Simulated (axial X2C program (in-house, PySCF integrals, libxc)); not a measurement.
# Spin–orbit effects down a group: molecules with B (ions), CCSD

All values come from calculations with an axial X2C code built on PySCF integrals, spin-free (one-electron X2C) or two-component (2c: spin–orbit coupling with atomic mean-field Coulomb and Gaunt terms, which also bring small scalar terms), in Dyall basis sets with cores contracted in-house; open shells are unrestricted.

Basis sets: B dyall-v3z, Cd dyall-cv3z, Hg dyall-cv3z, Zn dyall-cv3z. Frozen shells (counts by l): ZnB⁺ Zn 3s2p, B 1s, 14 electrons correlated; CdB⁺ Cd 4s3p1d, B 1s, 14 electrons correlated; HgB⁺ Hg 5s4p2d1f, B 1s, 14 electrons correlated. Coupled cluster in natural virtuals with an MP2 remainder. Where the outer core of a metal is frozen, bonds come out longer and ionisation energies lower.

```json
{"molecule": "ZnB⁺", "spin-free state": "M_S = 0, Λ = 0", "Re (Å)": "2.359", "ωe (cm⁻¹)": "325.4", "De (eV)": "1.55", "2c state": "Ω = 0", "Re 2c (Å)": "2.359", "ωe 2c (cm⁻¹)": "326.0", "De 2c (eV)": "1.55"}
{"molecule": "CdB⁺", "spin-free state": "M_S = 0, Λ = 0", "Re (Å)": "2.526", "ωe (cm⁻¹)": "308.5", "De (eV)": "1.58", "2c state": "Ω = 0", "Re 2c (Å)": "2.527", "ωe 2c (cm⁻¹)": "308.4", "De 2c (eV)": "1.58"}
{"molecule": "HgB⁺", "spin-free state": "M_S = 0, Λ = 0", "Re (Å)": "2.405", "ωe (cm⁻¹)": "295.8", "De (eV)": "1.23", "2c state": "Ω = 0", "Re 2c (Å)": "2.399", "ωe 2c (cm⁻¹)": "297.7", "De 2c (eV)": "1.23"}
```

Fragments in 2c: Zn + B+, Cd + B+, Hg + B+. Each entry is the lowest single determinant of a limited PBE0 search at one distance. De goes to single-determinant-based atoms at the same level (for ions the charge split of lowest energy) and is withheld (n/a) where an atom does not fit its ground term or J level. Main or longest-lived isotopes.
